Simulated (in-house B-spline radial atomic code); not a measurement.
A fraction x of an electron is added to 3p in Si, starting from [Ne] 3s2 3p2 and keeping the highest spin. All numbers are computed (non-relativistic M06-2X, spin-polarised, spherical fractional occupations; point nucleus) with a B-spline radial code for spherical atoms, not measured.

Caution: exact exchange at fractional occupations of open shells leaves self-interaction of up to several eV.

```
  x  E(x) - E(0) (eV)  3p up level (eV)
  0            0.0000            -5.113
0.1           -0.4836            -4.561
0.2           -0.9126            -4.024
0.3                 ?                 ?
0.4           -1.6128            -2.984
0.5           -1.8858            -2.479
0.6                 ?                 ?
0.7           -2.2828            -1.500
0.8           -2.4095            -1.035
```

(1) What belongs in the row x = 0.3?

(2) What belongs in the row x = 0.6?

(3) Check Janak's theorem between x = 0.1 and 0.2.

## Answers

(1) An energy change of -1.2887 eV; 3p up at -3.499 eV.

(2) An energy change of -2.1088 eV; 3p up at -1.983 eV.

(3) The slope of the energy is -4.29 eV; the orbital levels give -4.29 eV (ε of the filling orbital, averaged over the two points).
